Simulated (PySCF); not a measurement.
F4Nb, neutral, multiplicity 2. Atoms are numbered in the order given.

```xyz
5

Nb     0.0000     0.0000     0.0000
F      1.2174     1.2174     0.7282
F     -1.2174    -1.2174     0.7282
F      1.2174    -1.2174    -0.7282
F     -1.2174     1.2174    -0.7282
```
Charge 0, spin multiplicity 2.

The structure is a stationary point at PBE-D3(BJ)/def2-SVP. The multiplicity is an assumed one; other spin states were not compared. The isomer is the one that the SMILES or the coordinates give; other isomers of the formula were not compared. The def2 effective core potentials stand for the cores of Nb; spin–orbit coupling is left out.

All values below come from CAM-B3LYP/def2-TZVPD (PySCF).

Mulliken values depend strongly on the basis, most of all with diffuse functions as here. ESP charges are fitted to the potential on shells at 1.4 to 2.0 van der Waals radii. Atomic charges (e):

```tsv
atom	Mulliken	ESP fit	Mulliken spin
Nb1	2.33	1.37	0.97
F2	-0.58	-0.34	0.01
F3	-0.58	-0.34	0.01
F4	-0.58	-0.34	0.01
F5	-0.58	-0.34	0.01
```
